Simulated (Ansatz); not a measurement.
Au₂Cl₂ (the lowest singlet isomer of a short search) was relaxed with PBE0-D4 (def2-SVP) in Ansatz in these states: charge +1 doublet, neutral quintet, neutral singlet, neutral triplet. The geometries follow in no particular order.

In the def2 sets Au takes a core potential; there is no spin–orbit coupling.

A:

| atom | x (Å) | y (Å) | z (Å) |
| --- | --- | --- | --- |
| Au1 | -0.2274 | -0.4732 | -1.8228 |
| Au2 | -0.0819 | 0.6453 | 1.7819 |
| Cl3 | 0.9725 | 1.2753 | -0.4349 |
| Cl4 | -0.6631 | -1.4474 | 0.4758 |

B:

```xyz
4

Au    0.645   -0.870    1.825
Au   -0.086    0.274   -0.542
Cl   -1.747   -0.684    0.807
Cl    1.187    1.280   -2.091
```

C:

```
atom    x (Å)    y (Å)    z (Å)
 Au1   0.6771   0.7316   0.9735
 Au2  -0.6775  -0.7317  -0.9730
 Cl3   1.3773  -1.5759   0.2259
 Cl4  -1.3770   1.5759  -0.2263
```

D:

```csv
atom,x (Å),y (Å),z (Å)
Au1,-0.4591,0.5575,-1.3996
Au2,0.4589,-0.5577,1.3996
Cl3,-1.1064,1.2257,0.8512
Cl4,1.1066,-1.2256,-0.8512
```

Question: Judge from the bond lengths which geometry belongs to which state (an estimate).

Answer: A is the neutral quintet (Au1–Cl4 2.534 Å, Au1–Au2 3.777 Å, Au2–Cl4 2.534 Å); B is the neutral triplet (Au1–Cl4 4.500 Å, Au1–Au2 2.728 Å, Au2–Cl4 2.243 Å); C is the neutral singlet (Au1–Cl4 2.524 Å, Au1–Au2 2.787 Å, Au2–Cl4 2.524 Å); D is the charge +1 doublet (Au1–Cl4 2.435 Å, Au1–Au2 3.150 Å, Au2–Cl4 2.435 Å).

At PBE0-D4/def2-TZVP a singlet lies 3.89 eV below the neutral quintet. At PBE0-D4/def2-TZVP a singlet lies 0.92 eV below the neutral triplet. These are the stationary points nearest to one start from a short search; other shapes may lie lower in each state.
